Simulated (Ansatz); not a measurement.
Basis sets compared for `CC(=O)SCCCCn1c2ccccc2c2ccccc21`. Charge 0, multiplicity 1. Geometry PBE-D4/def2-SVP. Ansatz on 2 threads of AMD EPYC 7R13 on a shared host and a share (18 GiB) of an NVIDIA H100 80GB HBM3; times are rough, and most runs start from earlier orbitals.

```
atom   x (Å)   y (Å)   z (Å)
  C1  -3.707   5.517  -2.358
  C2  -3.044   4.164  -2.215
  O3  -1.910   3.909  -2.576
  S4  -4.122   2.935  -1.442
  C5  -2.969   1.519  -1.422
  C6  -1.965   1.567  -0.271
  C7  -1.029   0.355  -0.266
  C8   0.011   0.435   0.859
  N9   0.907  -0.700   0.908
 C10   2.096  -0.823   0.196
 C11   2.716   0.096  -0.668
 C12   3.934  -0.280  -1.252
 C13   4.521  -1.538  -0.989
 C14   3.896  -2.454  -0.133
 C15   2.673  -2.104   0.467
 C16   1.767  -2.780   1.373
 C17   1.768  -4.042   1.996
 C18   0.701  -4.390   2.834
 C19  -0.367  -3.491   3.052
 C20  -0.395  -2.227   2.445
 C21   0.681  -1.879   1.611
 H22  -3.012   6.208  -2.868
 H23  -3.974   5.922  -1.361
 H24  -4.647   5.428  -2.939
 H25  -2.446   1.522  -2.400
 H26  -3.611   0.616  -1.373
 H27  -2.511   1.632   0.695
 H28  -1.368   2.499  -0.364
 H29  -0.499   0.279  -1.240
 H30  -1.612  -0.585  -0.154
 H31  -0.495   0.519   1.844
 H32   0.622   1.356   0.749
 H33   2.267   1.075  -0.889
 H34   4.440   0.421  -1.933
 H35   5.477  -1.800  -1.466
 H36   4.353  -3.435   0.069
 H37   2.598  -4.744   1.825
 H38   0.690  -5.374   3.326
 H39  -1.198  -3.788   3.711
 H40  -1.236  -1.540   2.619
```

Single mean-field runs in def2-TZVP are fitted with def2-universal-jkfit.

Binding counts from free atoms (C triplet, O triplet, S triplet, N quartet, H doublet) in the same basis, without a counterpoise term.

```tsv
level	functions	energy (Eh)	HOMO (eV)	LUMO (eV)	binding per atom (eV)	wall time
PBE-D4/def2-SVP	393	-1223.6939	-4.87	-1.63	5.11	6 s
PBE0-D4/def2-SVP	393	-1223.7979	-5.80	-0.89	5.01	4.3 s
```

Q: Estimate the rows for PBE-D4/def2-TZVP (with forces), PBE0-D4/def2-TZVP.

A: 
```
                         level  functions  energy (Eh)  HOMO (eV)  LUMO (eV)  binding per atom (eV)  wall time
PBE-D4/def2-TZVP (with forces)        771   -1224.7080      -4.94      -1.81                   5.04        7 s
             PBE0-D4/def2-TZVP        771   -1224.8012      -5.82      -0.99                   4.93      3.7 s
```
